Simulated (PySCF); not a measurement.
UHF on Pr (praseodymium, neutral)

Configuration: [Xe] 4f4 6s1, 6s spin antiparallel (an excited configuration). Calculation: PySCF 2.14, in ANO-RCC-VTZP; scalar relativity by spin-free X2C-1e.

```json
{
  "Total energy": "-9232.406066 hartree",
  "One-electron energy": "-12622.9114 hartree",
  "Hartree (Coulomb) energy": "3606.2400 hartree",
  "Exchange energy": "-215.7347 hartree",
  "⟨S²⟩": "4.7570",
  "⟨L²⟩": "34.011",
  "Sum of ⟨r⟩": "42.68 bohr",
  "Sum of ⟨r²⟩": "83.27 bohr²",
  "Traceless quadrupole moment −½Σ⟨3z² − r²⟩ along its main axis": "-0.0200 e·bohr²",
  "Langevin diamagnetic susceptibility": "-66.0 ×10⁻⁶ cm³/mol"
}
```

| shell | electrons | mean orbital energy (hartree) | spread (hartree) | rms radius, mean of both spins (bohr) |
| --- | --- | --- | --- | --- |
| 1s α | 1 | -1549.99579 | 0 | 0.0275 |
| 1s β | 1 | -1549.99538 | 0 | 0.0275 |
| 2s α | 1 | -253.20685 | 0 | 0.111 |
| 2s β | 1 | -253.20574 | 0 | 0.111 |
| 2p α | 3 | -226.55972 | 0.00117 | 0.0997 |
| 2p β | 3 | -226.55850 | 0.00124 | 0.0997 |
| 3s α | 1 | -56.11519 | 0 | 0.290 |
| 3s β | 1 | -56.06361 | 0 | 0.290 |
| 3p α | 3 | -47.45718 | 0.00408 | 0.290 |
| 3p β | 3 | -47.39844 | 0.00737 | 0.290 |
| 3d α | 5 | -35.16875 | 0.00932 | 0.268 |
| 3d β | 5 | -35.10481 | 0.00893 | 0.268 |
| 4s α | 1 | -11.72553 | 0 | 0.662 |
| 4s β | 1 | -11.55860 | 0 | 0.662 |
| 4p α | 3 | -8.80727 | 0.00382 | 0.704 |
| 4p β | 3 | -8.61698 | 0.01471 | 0.704 |
| 4d α | 5 | -4.51217 | 0.04626 | 0.789 |
| 4d β | 5 | -4.25493 | 0.02358 | 0.789 |
| 5s α | 1 | -1.63260 | 0 | 1.67 |
| 5s β | 1 | -1.53938 | 0 | 1.67 |
| 5p α | 3 | -0.85831 | 0.00252 | 1.98 |
| 5p β | 3 | -0.78014 | 0.00877 | 1.98 |
| 6s β | 1 | -0.13738 | 0 | 5.79 |
| 4f α | 4 | -0.10301 | 0.05134 | 1.51 |

⟨L²⟩ = 34.01 against 42 for a pure I term, so this real determinant mixes terms. Spin-orbit coupling, absent here, splits the open shell strongly. With the s spin flipped the determinant is a mixture of two multiplicities, not a spectroscopic state.

Densities and radii are taken from the X2C orbitals without a picture-change correction, which distorts them close to the nucleus.

Spin-orbit constants ζ (cm⁻¹) from the X2C one-electron operator on these orbitals: bare nucleus, nucleus screened by l(l+1)(2l+1)/3 electrons, and screened by the Breit-Pauli mean field of the electrons.

| shell | bare | screened nucleus | mean field |
| --- | --- | --- | --- |
| 2p | 2537000 | 2451000 | n/a |
| 3p | 508600 | 491400 | n/a |
| 3d | 78630 | 65300 | n/a |
| 4p | 105700 | 102100 | n/a |
| 4d | 13400 | 11130 | n/a |
| 4f | 1357 | 713.1 | n/a |
| 5p | 12710 | 12280 | n/a |
